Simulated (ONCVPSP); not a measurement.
# PBE ONCV dataset for nickel (Ni), fully relativistic all-electron reference.

```
Element                 : nickel (Ni)
Generator               : ONCVPSP 4.0.1
Type                    : optimised norm-conserving Vanderbilt (ONCV)
Functional              : PBE
Relativity              : fully relativistic
Frozen core             : [Ne]
Valence charge          : 18
Reference configuration : 3s2 3p6 3d8 4s1.5 (charge +0.5)
Partial waves           : 3s+4s: rc 1.45 bohr, ncon 4, nbas 8, qcut 6.6 1/bohr, 2 projectors; 3p: rc 1.25 bohr, ncon 4, nbas 7, qcut 11.5 1/bohr, 2 projectors, debl 2 Ha; 3d: rc 1.10 bohr, ncon 3, nbas 8, qcut 15.5 1/bohr, 2 projectors, debl 3.7 Ha
Local potential         : polynomial inside 0.80 bohr (lpopt 5, dvloc0 -1 Ha)
Core correction         : Teter function, fcfact 3.75, rcfact 1.3
```

Open shells are filled in proportion to 2j + 1.

In the p channel the program set the typed energies aside and used -2.756, 0.250 Ha (j = l + 1/2; the other j can differ).

* Cutoffs needed: 85 Ha and 96 Ha (the cutoffs (Ha) at which the residual kinetic energy of the hardest occupied pseudo-wave falls to 1 and 0.1 mHa per electron)
* Ghost test: no bound ghost flagged; no localised positive-energy state flagged
* Largest excitation error: -286 meV (all-electron minus pseudo) for 3s1 3p6 3d8 4s2, out of 4 test configurations
* rms error of d²Exc/dni dnj: 9.27 mHa without and 6.59 mHa with the model core
